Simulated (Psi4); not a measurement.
IRb, singlet, geometry from GFN2-xTB (such geometries of metal compounds can be far from the true shape) (core potentials on I, Rb); Psi4 1.11 with X3LYP/def2-TZVP.

Psi4 was given this input:
```
memory 2 GB

molecule {
0 1
Rb   -0.00000000   -0.00000000   -1.91534858
I     0.00000000    0.00000000    1.33713014
}

set {
  basis def2-tzvp
}

energy('x3lyp')
print_variables()
```

The log (banner, timings and long lists left out):

```
   => Loading Basis Set <=

    Name: DEF2-TZVP
    Role: ORBITAL
    Keyword: BASIS

    !!!  WARNING: ECP capability is in beta. Please check occupations closely.  !!!

         ---------------------------------------------------------
                                   SCF
               by Justin Turney, Rob Parrish, Andy Simmonett
                          and Daniel G. A. Smith
                              RKS Reference
         ---------------------------------------------------------

  ==> Geometry <==

    Molecular point group: c2v
    Full point group: C_inf_v

    Geometry (in Angstrom), charge = 0, multiplicity = 1:

       Center              X                  Y                   Z               Mass
    ------------   -----------------  -----------------  -----------------  -----------------
         RB           0.000000000000     0.000000000000    -1.948642144545    84.911789737900
         I            0.000000000000     0.000000000000     1.303836575455   126.904471900000

  Running in c2v symmetry.

  Rotational constants: A = ************  B =      0.03132  C =      0.03132 [cm^-1]
  Rotational constants: A = ************  B =    939.08013  C =    939.08013 [MHz]
  Nuclear repulsion =   36.607425490165852

  Charge       = 0
  Multiplicity = 1
  Electrons    = 34
  Nalpha       = 17
  Nbeta        = 17

  ==> Algorithm <==

  SCF Algorithm Type is DF.
  DIIS enabled.
  MOM disabled.
  Fractional occupation disabled.
  Guess Type is SAD.
  Energy threshold   = 1.00e-06
  Density threshold  = 1.00e-06
  Integral threshold = 1.00e-12

  ==> Primary Basis <==

  Basis Set: DEF2-TZVP
    Blend: DEF2-TZVP
    Number of shells: 29
    Number of basis functions: 83
    Number of Cartesian functions: 95
    Spherical Harmonics?: true
    Max angular momentum: 3

  Core potential: DEF2-TZVP
    Number of shells: 8
    Number of ECP primitives: 39
    Number of ECP core electrons: 56
    Max angular momentum: 3

  ==> DFT Potential <==

   => LibXC <=

    Version 7.1.2
    S. Lehtola, C. Steigemann, M. J. T. Oliveira, and M. A. L. Marques,  SoftwareX 7, 1–5 (2018) (10.1016/j.softx.2017.11.002)

   => Composite Functional: X3LYP <=

    X3LYP Hyb-GGA Exchange-Correlation Functional

    X. Xu and W. A. Goddard,  Proc. Natl. Acad. Sci. U. S. A. 101, 2673 (2004) (10.1073/pnas.0308730100)

    Deriv               =              1
    GGA                 =           TRUE
    Meta                =          FALSE

    Exchange Hybrid     =           TRUE
    MP2 Hybrid          =          FALSE

   => Exchange Functionals <=

    0.0730   Slater exchange
    0.5424         Becke 88
    0.1666   Perdew & Wang 91

   => Exact (HF) Exchange <=

    0.2180               HF

   => Correlation Functionals <=

    0.1290   Vosko, Wilk & Nusair (VWN5_RPA)
    0.8710   Lee, Yang & Parr

   => LibXC Density Thresholds  <==

    XC_HYB_GGA_XC_X3LYP:  1.00E-15

   => Molecular Quadrature <=

    Radial Scheme          =       TREUTLER
    Pruning Scheme         =           NONE
    Nuclear Scheme         =       TREUTLER

    Blocking Scheme        =         OCTREE
    BS radius alpha        =              1
    Pruning alpha          =              1
    Radial Points          =             75
    Spherical Points       =            302
    Total Points           =          44351
    Total Blocks           =            484
    Max Points             =            256
    Max Functions          =             81
    Weights Tolerance      =       1.00E-15

   => Loading Basis Set <=

    Name: (DEF2-TZVP AUX)
    Role: JKFIT
    Keyword: DF_BASIS_SCF

  ==> Integral Setup <==

  SCF_SUBTYPE=INCORE selected. In-core MEM_DF algorithm will be used.
  Using in-core AOs.

  ==> MemDFJK: Density-Fitted J/K Matrices <==

    J tasked:                   Yes
    K tasked:                   Yes
    wK tasked:                   No
    Algorithm:                 Core
    Schwarz Cutoff:           1E-12
    Mask sparsity (%):       1.2193
    Fitting Condition:        1E-10

   => Auxiliary Basis Set <=

  Basis Set: (DEF2-TZVP AUX)
    Blend: DEF2-UNIVERSAL-JKFIT
    Number of shells: 77
    Number of basis functions: 329
    Number of Cartesian functions: 448
    Spherical Harmonics?: true
    Max angular momentum: 5

  Minimum eigenvalue in the overlap matrix is 5.1992108632E-03.
  Reciprocal condition number of the overlap matrix is 1.3250441656E-03.
    Using symmetric orthogonalization.

  ==> Pre-Iterations <==

  SCF Guess: Superposition of Atomic Densities via on-the-fly atomic UHF (no occupation information).

   -------------------------
    Irrep   Nso     Nmo
   -------------------------
     A1        37      37
     A2         8       8
     B1        19      19
     B2        19      19
   -------------------------
    Total      83      83
   -------------------------

  ==> Iterations <==

                           Total Energy        Delta E     RMS |[F,P]|

   @DF-RKS iter SAD:  -318.91814297797976   -3.18918e+02   0.00000e+00
   @DF-RKS iter   1:  -321.51215021398264   -2.59401e+00   1.95861e-02 ADIIS/DIIS
   @DF-RKS iter   2:  -319.35057894899546    2.16157e+00   3.52039e-02 ADIIS/DIIS
   @DF-RKS iter   3:  -321.87729169687100   -2.52671e+00   4.90035e-03 ADIIS/DIIS
   @DF-RKS iter   4:  -321.89384310334401   -1.65514e-02   2.43902e-03 ADIIS/DIIS
   @DF-RKS iter   5:  -321.90033768415071   -6.49458e-03   9.00284e-04 ADIIS/DIIS
   @DF-RKS iter   6:  -321.90098006801139   -6.42384e-04   7.57824e-05 DIIS
   @DF-RKS iter   7:  -321.90099022234261   -1.01543e-05   9.31933e-06 DIIS
   @DF-RKS iter   8:  -321.90099033417675   -1.11834e-07   1.76278e-06 DIIS
   @DF-RKS iter   9:  -321.90099034034301   -6.16626e-09   3.19083e-07 DIIS
  Energy and wave function converged.

  ==> Post-Iterations <==

   Electrons on quadrature grid:
      Ntotal   =   34.0000378173 ; deviation = 3.782e-05

    Orbital Energies [Eh]
    ---------------------

    Doubly Occupied:

       1A1    -6.755920     2A1    -4.769355     1B1    -4.768341
       1B2    -4.768341     3A1    -1.810101     2B1    -1.809693
       2B2    -1.809693     1A2    -1.808714     4A1    -1.808626
       5A1    -1.302902     3B1    -0.668256     3B2    -0.668256
       6A1    -0.666088     7A1    -0.584101     8A1    -0.200160
       4B1    -0.189444     4B2    -0.189444

    Virtual:

       9A1    -0.068107     5B2    -0.013850     5B1    -0.013850
      10A1    -0.006240    11A1     0.016738     2A2     0.016752
      12A1     0.021758     6B2     0.028008     6B1     0.028008
      13A1     0.032309     7B2     0.050973     7B1     0.050973
      14A1     0.053397     3A2     0.058078    15A1     0.058081
       8B2     0.072200     8B1     0.072200    16A1     0.132812
      17A1     0.231279     9B1     0.264105     9B2     0.264105
      18A1     0.285900    10B1     0.296869    10B2     0.296869
       4A2     0.300509    19A1     0.300512     5A2     0.316936
      20A1     0.316937    11B1     0.359863    11B2     0.359863
      21A1     0.379630    12B1     0.528985    12B2     0.528985
      22A1     0.551360    23A1     0.651396    24A1     0.728139
       6A2     0.966144    25A1     0.966239    13B1     0.968334
      13B2     0.968334    14B2     0.969816    14B1     0.969816
      26A1     1.018061    15B1     1.254924    15B2     1.254924
      27A1     1.300406     7A2     1.454718    28A1     1.454885
      16B1     1.491954    16B2     1.491954    29A1     1.569432
       8A2     3.152954    30A1     3.153605    17B1     3.154136
      17B2     3.154136    18B2     3.154636    18B1     3.154636
      31A1     3.174733    32A1     4.300384    33A1    12.799090
      19B1    34.607779    19B2    34.607779    34A1    34.630462
      35A1    38.562645    36A1    42.798864    37A1   117.710009

    Final Occupation by Irrep:
             A1    A2    B1    B2
    DOCC [     8,    1,    4,    4 ]
    NA   [     8,    1,    4,    4 ]
    NB   [     8,    1,    4,    4 ]

  @DF-RKS Final Energy:  -321.90099034034301

   => Energetics <=

    Nuclear Repulsion Energy =             36.6074254901658520
    One-Electron Energy =                -633.3331121608138119
    Two-Electron Energy =                 295.4813491038437974
    DFT Exchange-Correlation Energy =     -20.6566527735388412
    Empirical Dispersion Energy =           0.0000000000000000
    VV10 Nonlocal Energy =                  0.0000000000000000
    Total Energy =                       -321.9009903403430144

Computation Completed

Properties will be evaluated at   0.000000,   0.000000,   0.000000 [a0]

Properties computed using the SCF density matrix

 Multipole Moments:

 ------------------------------------------------------------------------------------
     Multipole            Electronic (a.u.)      Nuclear  (a.u.)        Total (a.u.)
 ------------------------------------------------------------------------------------

 L = 1.  Multiply by 2.5417464519 to convert [e a0] to [Debye]
 Dipole X            :          0.0000000            0.0000000            0.0000000
 Dipole Y            :          0.0000000            0.0000000            0.0000000
 Dipole Z            :        -33.0596273           28.4557513           -4.6038760
 Magnitude           :                                                    4.6038760

 ------------------------------------------------------------------------------------

  Variable Map:
  ----------------------------------------------------------------------------
  "CURRENT ENERGY"              =>    -321.900990340343
  "CURRENT REFERENCE ENERGY"    =>    -321.900990340343
  "DD SOLVATION ENERGY"         =>       0.000000000000
  "DFT FUNCTIONAL TOTAL ENERGY" =>    -321.900990340343
  "DFT TOTAL ENERGY"            =>    -321.900990340343
  "DFT VV10 ENERGY"             =>       0.000000000000
  "DFT XC ENERGY"               =>     -20.656652773539
  "GRID ELECTRONS ALPHA"        =>      17.000018908645
  "GRID ELECTRONS BETA"         =>      17.000018908645
  "GRID ELECTRONS TOTAL"        =>      34.000037817289
  "NUCLEAR REPULSION ENERGY"    =>      36.607425490166
  "ONE-ELECTRON ENERGY"         =>    -633.333112160814
  "PCM POLARIZATION ENERGY"     =>       0.000000000000
  "PE ENERGY"                   =>       0.000000000000
  "SCF ITERATION ENERGY"        =>    -321.900990340343
  "SCF ITERATIONS"              =>       9.000000000000
  "SCF TOTAL ENERGY"            =>    -321.900990340343
  "TWO-ELECTRON ENERGY"         =>     295.481349103844
  "XC GRID RADIAL POINTS"       =>      75.000000000000
  "XC GRID SPHERICAL POINTS"    =>     302.000000000000
  "XC GRID TOTAL POINTS"        =>   44351.000000000000

  Array Variable Map:
  ----------------------------------------------------------------------------
  "CURRENT DIPOLE"              =>       0.000000000000 ... -4.603875979926 1 by 3
  "SCF DIPOLE"                  =>       0.000000000000 ... -4.603875979926 1 by 3
  "SCF TOTAL ENERGIES"          =>    -318.918142977980 ... -321.900990340343 1 by 10
```
